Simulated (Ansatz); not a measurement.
Cost and result up the ladder for (BeSe)4 ring (Be₄Se₄) (8 atoms). The state is a singlet with charge 0. Geometry: PBE0-D4/def2-SVP.

```xyz
8

Be    0.136    1.094   -1.550
Be    0.556    1.463    1.081
Be   -0.136   -1.094    1.550
Be   -0.556   -1.463   -1.081
Se   -0.136    2.710   -0.358
Se    1.212    0.121    2.451
Se   -1.475   -2.239    0.549
Se    0.399   -0.592   -2.642
```

Ansatz on 4 threads of Arm Neoverse V2 on a shared host. Times are rough, and most runs start from the orbitals of an earlier one. PBE0-D4/def2-TZVP serves as the yardstick here, not as an exact answer. Differences are given only for rows in sets of like size (and for xTB, whose basis is part of the method), since another set adds its own error. Binding counts from free atoms at the same level (Be singlet, Se triplet; other spins of the atoms weren't run), without zero-point energy or a counterpoise term.

Correlated methods freeze 36 core orbitals; core or outer-core shells of Se are correlated, in sets that lack core-valence functions. Another isomer (singlet) lies 0.94 eV lower at PBE0-D4/def2-TZVP; other spin states weren't run for this one.

Correlated methods converge slowly with the basis.

```
                         level  functions  wall time
                     HF/STO-3G         92      1.2 s
               PBE-D4/def2-SVP        164      2.5 s
              PBE0-D4/def2-SVP        164      3.9 s
PBE-D4/def2-TZVP (with forces)        268      5.5 s
                 MP2/def2-TZVP        268        9 s
           r2SCAN-D4/def2-TZVP        268      9.5 s
             PBE0-D4/def2-TZVP        268       10 s
                  HF/def2-TZVP        268       10 s
             RPA@PBE/def2-TZVP        268       10 s
          r2SCANh-D4/def2-TZVP        268       13 s
              B2PLYP/def2-TZVP        268       14 s
```

(1) Estimate what each level gives for the binding energy per atom (eV).

Results:

(1) 
```json
{"level": "HF/STO-3G", "binding energy per atom (eV)": "3.51", "difference from PBE0-D4/def2-TZVP (eV)": "–"}
{"level": "PBE-D4/def2-SVP", "binding energy per atom (eV)": "3.45", "difference from PBE0-D4/def2-TZVP (eV)": "–"}
{"level": "PBE0-D4/def2-SVP", "binding energy per atom (eV)": "3.39", "difference from PBE0-D4/def2-TZVP (eV)": "–"}
{"level": "PBE-D4/def2-TZVP (with forces)", "binding energy per atom (eV)": "3.42", "difference from PBE0-D4/def2-TZVP (eV)": "0.05"}
{"level": "MP2/def2-TZVP", "binding energy per atom (eV)": "3.28", "difference from PBE0-D4/def2-TZVP (eV)": "-0.09"}
{"level": "r2SCAN-D4/def2-TZVP", "binding energy per atom (eV)": "3.44", "difference from PBE0-D4/def2-TZVP (eV)": "0.07"}
{"level": "PBE0-D4/def2-TZVP", "binding energy per atom (eV)": "3.37", "difference from PBE0-D4/def2-TZVP (eV)": "0.00"}
{"level": "HF/def2-TZVP", "binding energy per atom (eV)": "2.44", "difference from PBE0-D4/def2-TZVP (eV)": "-0.93"}
{"level": "RPA@PBE/def2-TZVP", "binding energy per atom (eV)": "2.74", "difference from PBE0-D4/def2-TZVP (eV)": "-0.63"}
{"level": "r2SCANh-D4/def2-TZVP", "binding energy per atom (eV)": "3.41", "difference from PBE0-D4/def2-TZVP (eV)": "0.04"}
{"level": "B2PLYP/def2-TZVP", "binding energy per atom (eV)": "3.21", "difference from PBE0-D4/def2-TZVP (eV)": "-0.16"}
```
